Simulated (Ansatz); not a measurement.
A search over several starts for the lowest SCF solution of Ga2S3 at the given spin, in a small basis.

```yaml
crystal:
  periodic: [false, false, false]
  atoms:
    - {symbol: Ga, position_ang: [-0.306910, -0.594674, -0.034003]}
    - {symbol: Ga, position_ang: [0.988692, 1.914116, 0.109350]}
    - {symbol: S, position_ang: [-1.269770, 1.429170, 0.002706]}
    - {symbol: S, position_ang: [1.898713, -0.211365, 0.066634]}
    - {symbol: S, position_ang: [-1.310724, -2.537247, -0.144677]}
basis:
  gaussian: {orbitals: def2-SVP, initial_orbitals: start.molden}
magnetization: {spin_polarized: true, initial_magnetization: 2}
hamiltonian: {xc: pbe, dispersion: d4}
output: {orbitals: {seedname: orbitals}}
```

The file start.molden holds the orbitals of an earlier run on this structure, at another level or in another basis.

```sh
$ ansatz run in.yaml --threads 4 --pin off --events-out ev --progress --plain --max-ram 8704MiB
```

It prints (some lines left out):

```
Functional definition: PBE
1325 factors; their error is unknown
mean field evaluation 1: about -137212.0393 eV, gradient 4.0e0 eV
mean field evaluation 2: about -137212.1262 eV, gradient 1.4e-1 eV
mean field evaluation 4: about -137212.0324 eV, gradient 6.5e-3 eV
mean field evaluation 8: about -137208.7742 eV, gradient 3.2e1 eV
mean field evaluation 16: about -137212.1268 eV, gradient 1.3e-1 eV
mean field evaluation 32: about -137206.9610 eV, gradient 1.8e1 eV
mean field evaluation 64: about -137209.3366 eV, gradient 3.7e0 eV
mean field -137212.03238043 eV, -5042.4491843250 hartree, gradient 1.2e-5 eV, S^2 2.004920; 10 other end points of the search recorded, 0 dependent functions left out
reference -137212.03241563 eV, -5042.4491856185 hartree; 56, 54 occupied and 62, 64 virtual orbitals, 1325 factors
Total energy: -137212.32207464 eV, -5042.4598303908 hartree
```

Hardware: 4 threads of Intel Xeon Platinum 8375C on a shared host. Wall time 8.5 s.

The structure comes from a short search, and lower isomers may exist.
